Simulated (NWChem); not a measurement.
System: ReHO4; SMILES [OH][Re](=[O])(=[O])=[O]

```xyz
6

Re     0.0000     0.0000     0.0554
O      1.3367    -0.8854     0.6763
O      0.0984     1.6004     0.6763
O     -1.4351    -0.7150     0.6763
O      0.0000     0.0000    -1.7883
H      0.0000     0.0000    -2.7546
```
Atoms are numbered in this order, from 1.

This is a stationary point of PBE-D3(BJ)/def2-SVP with def2 effective core potentials on Re (NWChem), point group C3v. def2 effective core potentials on Re; no spin-orbit coupling.

Task: Is it a minimum? If not, what does it relax to?

Result: No. It has an imaginary frequency of 456i cm⁻¹. Following that mode (on a finer grid) lowers the energy by 3.9 kcal/mol and ends, with real frequencies alone, at point group Cs:
```xyz
6

Re    -0.0369    -0.0328    -0.0097
O      1.3416    -0.9065     0.5314
O      0.1454     1.5998     0.4980
O     -1.4505    -0.6980     0.7051
O     -0.2174    -0.1439    -1.8830
H      0.4813     0.1815    -2.4850
```
